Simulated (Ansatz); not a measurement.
Input file for Ansatz (an electronic-structure program): U-PBE0/def2-TZVPP on SiN-, 2S+1 = 5, a spin state set in the input, which need not be the lowest. Charge -1.

Ansatz 0.2 input:
```yaml
crystal:
  periodic: [false, false, false]
  atoms:
    - {symbol: N, position_ang: [0.00000000, 0.00000000, 0.00000000]}
    - {symbol: Si, position_ang: [0.00000000, 0.00000000, 1.72900000]}
basis:
  gaussian:
    orbitals: def2-TZVPP
hamiltonian:
  xc: {name: PBE0}
total_charge: -1
magnetization: {spin_polarized: true, initial_magnetization: 4}
relax: {f_tol: 0.002, max_steps: 120}
```

Output:

```
WARN ansatz: RAYON_NUM_THREADS=2 ignored (pool sized by the plan → 2); use --threads N
Functional definition: PBE0
integrals: 0.01 GiB planned
446 factors; their error is unknown
mean field: 0.19 GiB planned
mean field evaluation 1: about -9354.3683 eV, gradient 2.0e1 eV
mean field evaluation 2: about -9347.5199 eV, gradient 4.4e1 eV
mean field evaluation 4: about -9357.2572 eV, gradient 1.8e0 eV
mean field evaluation 8: about -9357.2978 eV, gradient 8.7e-2 eV
mean field evaluation 16: about -9357.2978 eV, gradient 2.9e-5 eV
mean field evaluation 32: about -9357.4501 eV, gradient 1.3e-5 eV
mean field -9357.45008190 eV, -343.8799478025 hartree, gradient 9.0e-7 eV, S^2 6.022237; 2 other end points of the search recorded, 0 dependent functions left out
the calculation of the forces begins
reference -9357.45010464 eV, -343.8799486381 hartree; 13, 9 occupied and 60, 64 virtual orbitals, 446 factors
relax step   1: F+E_penalty+E_count = -9357.45008190 eV  Δ(F+E_penalty+E_count) = +0.000e0 eV  max|allowed force component| = 5.384e0 eV/Å  Δτ_max = 0.0000 Å  (118 SCF iters, accepted)
these checks for a lower state are left out or cut short: starts, cluster_reference, orbital_swaps, neighbouring_geometries, increment
integrals: 0.01 GiB planned
446 factors; their error is unknown
mean field: 0.19 GiB planned
mean field -9357.83768355 eV, -343.8941919002 hartree, gradient 2.1e-5 eV, S^2 6.022656; 0 other end points of the search recorded, 0 dependent functions left out
the calculation of the forces begins
reference -9357.83770518 eV, -343.8941926952 hartree; 13, 9 occupied and 60, 64 virtual orbitals, 446 factors
relax step   2: F+E_penalty+E_count = -9357.83768355 eV  Δ(F+E_penalty+E_count) = -3.876e-1 eV  max|allowed force component| = 2.861e0 eV/Å  Δτ_max = 0.0480 Å  (52 SCF iters, accepted)
these checks for a lower state are left out or cut short: starts, cluster_reference, orbital_swaps, neighbouring_geometries, increment
integrals: 0.01 GiB planned
446 factors; their error is unknown
mean field: 0.19 GiB planned
mean field -9358.06093656 eV, -343.9023962969 hartree, gradient 9.2e-6 eV, S^2 6.023300; 0 other end points of the search recorded, 0 dependent functions left out
the calculation of the forces begins
reference -9358.06095702 eV, -343.9023970490 hartree; 13, 9 occupied and 60, 64 virtual orbitals, 446 factors
relax step   3: F+E_penalty+E_count = -9358.06093656 eV  Δ(F+E_penalty+E_count) = -2.233e-1 eV  max|allowed force component| = 7.275e-1 eV/Å  Δτ_max = 0.0660 Å  (35 SCF iters, accepted)
these checks for a lower state are left out or cut short: starts, cluster_reference, orbital_swaps, neighbouring_geometries, increment
integrals: 0.01 GiB planned
446 factors; their error is unknown
mean field: 0.19 GiB planned
mean field evaluation 64: about -9358.0846 eV, gradient 1.8e-5 eV
mean field -9358.08463299 eV, -343.9032671247 hartree, gradient 1.8e-5 eV, S^2 6.023936; 0 other end points of the search recorded, 0 dependent functions left out
the calculation of the forces begins
reference -9358.08465306 eV, -343.9032678624 hartree; 13, 9 occupied and 60, 64 virtual orbitals, 446 factors
relax step   4: F+E_penalty+E_count = -9358.08463299 eV  Δ(F+E_penalty+E_count) = -2.370e-2 eV  max|allowed force component| = 1.151e-1 eV/Å  Δτ_max = 0.0424 Å  (35 SCF iters, accepted)
these checks for a lower state are left out or cut short: starts, cluster_reference, orbital_swaps, neighbouring_geometries, increment
integrals: 0.01 GiB planned
446 factors; their error is unknown
mean field: 0.19 GiB planned
mean field -9358.08542583 eV, -343.9032962612 hartree, gradient 1.4e-5 eV, S^2 6.023809; 0 other end points of the search recorded, 0 dependent functions left out
the calculation of the forces begins
reference -9358.08544595 eV, -343.9032970004 hartree; 13, 9 occupied and 60, 64 virtual orbitals, 446 factors
relax step   5: F+E_penalty+E_count = -9358.08542583 eV  Δ(F+E_penalty+E_count) = -7.928e-4 eV  max|allowed force component| = 4.371e-3 eV/Å  Δτ_max = 0.0071 Å  (37 SCF iters, accepted)
these checks for a lower state are left out or cut short: starts, cluster_reference, orbital_swaps, neighbouring_geometries, increment
integrals: 0.01 GiB planned
446 factors; their error is unknown
mean field: 0.19 GiB planned
mean field -9358.08542693 eV, -343.9032963015 hartree, gradient 2.6e-5 eV, S^2 6.023813; 0 other end points of the search recorded, 0 dependent functions left out
the calculation of the forces begins
reference -9358.08544704 eV, -343.9032970407 hartree; 13, 9 occupied and 60, 64 virtual orbitals, 446 factors
relax step   6: F+E_penalty+E_count = -9358.08542693 eV  Δ(F+E_penalty+E_count) = -1.098e-6 eV  max|allowed force component| = 1.251e-6 eV/Å  Δτ_max = 0.0003 Å  (26 SCF iters, accepted)
integrals: 0.01 GiB planned
446 factors; their error is unknown
mean field: 0.19 GiB planned
mean field evaluation 96: about -9357.5717 eV, gradient 4.9e0 eV
mean field -9358.08542693 eV, -343.9032963015 hartree, gradient 2.6e-5 eV, S^2 6.023813; 2 other end points of the search recorded, 0 dependent functions left out
the calculation of the forces begins
reference -9358.08544704 eV, -343.9032970407 hartree; 13, 9 occupied and 60, 64 virtual orbitals, 446 factors
Total energy: -9358.08544704 eV, -343.9032970407 hartree
Atom 0 at    -0.000000    -0.000000    -0.149507 Å, force    -0.000000    -0.000000     0.000001 eV/Å
Atom 1 at     0.000000     0.000000     1.878507 Å, force     0.000000     0.000000    -0.000001 eV/Å
Dipole moment:     0.000000    -0.000000    -0.210504 e Å
```

The calculation finished and met its thresholds.

Cost: about 10 core-seconds (a rough figure).
